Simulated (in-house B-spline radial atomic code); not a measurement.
RPA and G0W0 for Cr VII (Cr6+), [Ne] 3s2 3p6, as one setting changes: the share of exact exchange in the PBE hybrid start. A dash marks a level of low quasi-particle weight. Computed with a B-spline radial code for spherical atoms: all electrons, scalar-relativistic (spin-free one-electron X2C), finite nucleus, each spin shell either full or empty, empty states to l = 9 with an (l + 1/2)⁻⁴ tail; G0W0 by contour deformation at full frequency.

| share of exact exchange in the PBE hybrid start | mean-field level (eV) | G0W0 level (eV) | RPA correlation (Eh) |
| --- | --- | --- | --- |
| 0 | -148.59 | 3p -160.61 | -1.2532 |
| 0.1 | ? | ? | ? |
| 0.2 | -151.28 | 3p -160.75 | -1.2203 |
| 0.3 | -152.63 | 3p -160.81 | -1.2052 |
| 0.4 | -153.97 | 3p -160.87 | -1.1907 |
| 0.5 | -155.32 | 3p -160.91 | -1.1769 |
| 0.6 | ? | ? | ? |
| 0.7 | -158.00 | 3p -161.00 | -1.151 |
| 0.8 | -159.35 | 3p -161.04 | -1.1388 |
| 0.9 | -160.69 | 3p -161.07 | -1.1271 |
| 1 | -162.03 | 3p -161.10 | -1.1157 |

Q: What belongs in the row for 0.6?

A: mean-field level (eV): -156.66; G0W0 level (eV): 3p -160.96; RPA correlation (Eh): -1.1637.

Q: What belongs in the row for 0.1?

A: mean-field level (eV): -149.93; G0W0 level (eV): 3p -160.69; RPA correlation (Eh): -1.2363.

Q: At what share of exact exchange does G0W0 leave the highest level unchanged?

A: Near 0.93, where the shift changes sign (-0.380 eV at 0.9, +0.931 eV at 1).
